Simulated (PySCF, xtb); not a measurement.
SnI3, SMILES [I][Sn-]([I])[I], charge -1.

Harmonic wavenumbers (cm⁻¹) from GFN2-xTB (xtb 6.7.1) at its own minimum, in rising order: 46, 46, 57, 173, 173, 174.

Q: What does B3LYP-D3(BJ)/def2-SVPD in PySCF 2.14.0 give at its own minimum? (An estimate is asked for; the answer gives what the named calculation found.)

A: 41, 41, 54, 146, 146, 155. Paired by order, the mean absolute difference is 15 cm⁻¹ and the zero-point energies are 1.0 and 0.8 kcal/mol.
